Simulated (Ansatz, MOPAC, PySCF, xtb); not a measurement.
Dimer: H2S (SMILES S) (first 3 atoms) with AsH3 (SMILES [AsH3]); geometry from B3LYP-D3(BJ)/def2-TZVP, rigid monomers moved along the line of their centres of mass till S1···As4 is 4.34 Å.
(charge 0, multiplicity 1):
```xyz
7

S      0.59243     0.25364    -0.78131
H     -0.37095     1.06903    -0.32431
H     -0.25053    -0.78790    -0.86331
As    -0.42628    -0.39729     3.38978
H      0.12880    -1.74941     2.96109
H     -0.44932    -0.80503     4.86192
H      0.96661     0.20511     3.51076
```

Counterpoise-corrected where a basis set is named; no monomer relaxation.

The state that AM1 reach isn't checked.

Programs: Ansatz (a program for electronic structure) with Gaussian orbitals; MOPAC for AM1 (differences of heats of formation); PySCF for the dispersion terms; xtb for the GFN methods. Values without a source in brackets are computed.

Question: One of these levels gives -1.6 kJ/mol for the interaction energy. Name it.
(A) r2SCAN/def2-TZVPPD
(B) r2SCAN-D3(BJ)/def2-TZVPPD
(C) GFN2-xTB
(D) AM1

Answer: D, AM1. The others give -6.8 (GFN2-xTB), -3.1 (r2SCAN/def2-TZVPPD), -4.4 (r2SCAN-D3(BJ)/def2-TZVPPD)
